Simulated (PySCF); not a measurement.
`FB(F)F`: ΔSCF against reference XPS values

The experiment to reproduce (core binding energies): B 1s of B2 202.83 eV [1]; B 1s of B2 202.85 eV [2]; F 1s of F1/F3/F4 694.94 eV [2]. Sources and the comparison follow the method.

Compound: BF3.
Structure used (PBE0-D3(BJ)/def2-TZVP), in Å, numbered top down from 1:
```xyz
4
BF3 angstrom
F     -1.084   -0.658    0.652
B      0.033   -0.069    0.300
F      1.183   -0.542    0.716
F      0.002    0.993   -0.468
```

Level of theory: delta-SCF UKS SCAN, pcX-3 on the ionised atom, pcseg-2 elsewhere, spin-free X2C (PySCF 2.14.0). Binding energies are ΔSCF values: E(core-ionised, relaxed orbitals) − E(ground state) at a fixed geometry, referred to the vacuum level.

```
    atom             environment  level  this calculation (eV)  reference (eV)  difference (eV)  source
      B2  three-coordinate boron   B 1s                 202.24          202.83            -0.59     [1]
      B2  three-coordinate boron   B 1s                 202.24          202.85            -0.61     [2]
F1/F3/F4    boron-bound fluorine   F 1s                 694.66          694.94            -0.28     [2]
```

[1] measured, gas; Besley, J. Chem. Theory Comput. 2021, 17, 3644 (DFT calculations of core-electron binding energies at the K-edge of heavier elements)
[2] measured, gas; Beach, A photoelectron spectroscopic study of bonding in inorganic and organometallic compounds, PhD thesis, LBL 1985

How well does this level of theory reproduce the measurements here?

Over the 3 different measured values (2 distinct lines) the mean signed difference is -0.49 eV, the mean unsigned one 0.49 eV and the largest 0.61 eV. The calculation is vertical and has no vibrational structure, and measured positions depend on the energy calibration.

Atoms equivalent by their bonding share one computed value, that of the first of them. Geometry: PBE0-D3(BJ)/def2-TZVP; no solvent, vibrations or thermal averaging.
